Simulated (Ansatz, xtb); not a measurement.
## C6H6N2O: which of two isomers lies lower

Structure I: `Cc1nccnc1C=O`, a singlet. Structure II: `Cc1cncc(C=O)n1`, a singlet. Both are isolated molecules in the gas phase, relaxed with B3LYP/def2-SVP; the shapes shown needn't be the lowest conformers.

I (Å):

```
atom    x (Å)    y (Å)    z (Å)
   C  -1.9121  -1.8253   0.7988
   C  -1.1100  -1.1278  -0.2614
   C   0.9559  -0.6537  -1.1401
   C   0.3747   0.1153  -2.1563
   C  -1.6903  -0.3458  -1.2960
   C  -3.1593  -0.1249  -1.4527
   N   0.2233  -1.2632  -0.2105
   N  -0.9432   0.2634  -2.2267
   O  -4.0202  -0.5751  -0.7332
   H  -1.2245  -2.3559   1.4699
   H  -2.6280  -2.5343   0.3554
   H  -2.5218  -1.1105   1.3724
   H   2.0440  -0.7757  -1.0826
   H   0.9891   0.6119  -2.9154
   H  -3.3918   0.5226  -2.3348
```

II (Å):

```xyz
15

C    -2.7445   -2.4102    0.0714
C    -1.6452   -1.5744   -0.5265
C    -0.4919   -2.1631   -1.0924
C     0.3548   -0.1228   -1.6121
C    -0.7817    0.4786   -1.0556
C    -0.9449    1.9638   -1.0342
N     0.4956   -1.4501   -1.6282
N    -1.7722   -0.2462   -0.5178
O    -0.1346    2.7392   -1.4816
H    -3.5373   -1.7552    0.4556
H    -2.3662   -3.0335    0.8982
H    -3.1794   -3.0919   -0.6780
H    -0.3814   -3.2543   -1.1029
H     1.1489    0.4938   -2.0444
H    -1.9019    2.2944   -0.5581
```

Estimate which is lower in electronic energy at CCSD(T)/def2-SVP + ΔMP2/def2-TZVPP, and by roughly how much.

CCSD(T)/def2-SVP + ΔMP2/def2-TZVPP gives E(II) − E(I) = −0.011 eV, slightly favouring structure II, which is too small a margin to settle the true order.

Level by level:

| level | geometry | E(II) − E(I) (eV) | departure from the last row (eV) | job, with rough time for the two |
| --- | --- | --- | --- | --- |
| GFN2-xTB | GFN2-xTB | +0.026 | +0.037 | optimisation, 0.15 s |
| HF/STO-3G | GFN2-xTB | −0.054 | −0.042 | single point, 0.84 s |
| r2SCAN-D4/def2-SVP | GFN2-xTB | +0.023 | +0.034 | single point, 8.7 s |
| B3LYP/def2-SVP | B3LYP/def2-SVP | −0.006 | +0.005 | optimisation, 70 s |
| HF/def2-SVP | B3LYP/def2-SVP | −0.036 | −0.025 | part of the CCSD(T) run |
| MP2/def2-SVP | B3LYP/def2-SVP | −0.004 | +0.007 | part of the CCSD(T) run |
| CCSD(T)/def2-SVP | B3LYP/def2-SVP | −0.002 | +0.009 | single point |
| CCSD(T)/def2-SVP + ΔMP2/def2-TZVPP | B3LYP/def2-SVP | −0.011 |  | single point, 5.2 min |

As drawn, both hold the same kinds of bond in the same numbers.

The largest departure from CCSD(T)/def2-SVP + ΔMP2/def2-TZVPP is that of HF/STO-3G, 0.042 eV. The last row adds to CCSD(T) the change of the MP2 difference between the two basis sets, here −0.009 eV.

With thermal terms from frequencies at re-optimised GFN2-xTB minima (ideal gas, soft modes damped towards free rotors, one conformer each, 298.15 K, 1 atm): the zero-point term adds −0.008 eV; ΔH is −0.011 and ΔG −0.040 eV.

The correlated steps freeze 9 core orbitals. Codes used: Ansatz 0.2.0, xtb 6.7.1; the last row on 2 threads of Arm Neoverse V2 on a shared host.
